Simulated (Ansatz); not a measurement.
Ansatz (a first-principles code) input:

Ansatz 0.2 input:
```yaml
crystal:
  periodic: [false, false, false]
  atoms:
    - {symbol: Cs, position_ang: [-0.00000000, -0.00000000, -0.73608574]}
    - {symbol: Cl, position_ang: [0.00000000, 0.00000000, 2.38145385]}
basis:
  gaussian:
    orbitals: def2-TZVPD
hamiltonian:
  xc: {name: BLYP}
total_charge: -1
magnetization: {spin_polarized: true, initial_magnetization: 1}
output: {forces: true}
```

### Question
What final total energy does it print?

### Answer
-480.43114 Eh (BLYP/def2-TZVPD). The basis has 78 functions.
